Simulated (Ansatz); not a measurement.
Molecule: sum formula H5SiN2O2 (charge 0, doublet). It need not be the lowest isomer of its formula. 
Geometry from a B3LYP-D3(BJ)/def2-TZVP (Ansatz, an electronic-structure program) optimisation:
```xyz
10

N     -0.8426     0.3861     1.4885
Si    -0.0151    -0.0103     0.0120
N      1.6054    -0.1575     0.4894
O     -0.3990    -1.3878    -0.7948
O     -0.3993     1.1896    -1.0538
H     -1.6816    -0.1501     1.7093
H      2.2540    -0.7818     0.0418
H      1.9556     0.2468     1.3403
H     -0.9683    -1.2813    -1.5615
H     -0.3014     2.0970    -0.7544
```
Charge 0, spin multiplicity 2.

Total electronic energies in hartree. Correlated levels leave the core frozen unless marked. UHF or UKS for open shells. Spin-orbit coupling is left out. No relativistic terms. CBS marks a two-point X^-3 extrapolation of the correlation energy; Hartree-Fock from the larger set. The bracket is a focal-point correction in the basis named.

```
level                                                                 program  energy (Eh)
-------------------------------------------------------------  --------------  -----------
HF/cc-pV(D+d)Z                                                         Ansatz   -550.60675
HF/cc-pV(Q+d)Z                                                         Ansatz   -550.75607
BLYP-D3(BJ)/def2-TZVPD                                         Ansatz + dftd3   -552.64218
r2SCAN-D4/def2-TZVPD                                           Ansatz + dftd4   -552.53503
PBE0/STO-3G                                                            Ansatz   -545.13029
PBE0-D4/def2-TZVP                                              Ansatz + dftd4   -552.27924
HSE06-D3(BJ)/def2-TZVPD                                        Ansatz + dftd3   -552.26298
LC-wPBE-D3(BJ)/def2-TZVPD                                      Ansatz + dftd3   -552.44877
RPA@PBE/cc-pV(T+d)Z                                                    Ansatz   -552.21889
RPA@PBE/cc-pV(Q+d)Z                                                    Ansatz   -552.38395
RI-MP2/CBS(cc-pV(T+d)Z,cc-pV(Q+d)Z)                                    Ansatz    -551.8708
SCS-MP2/6-31G                                                          Ansatz   -550.85547
CCSD/cc-pVTZ                                                           Ansatz   -551.72979
RI-MP2/CBS(cc-pV(T+d)Z,cc-pV(Q+d)Z)+[CCSD(T)-MP2]/cc-pV(T+d)Z          Ansatz    -551.9353
CCSD(T)/CBS(cc-pV(T+d)Z,cc-pV(Q+d)Z)                                   Ansatz    -551.9285
```

Totals of different functionals don't rank their quality; only differences between species are comparable.
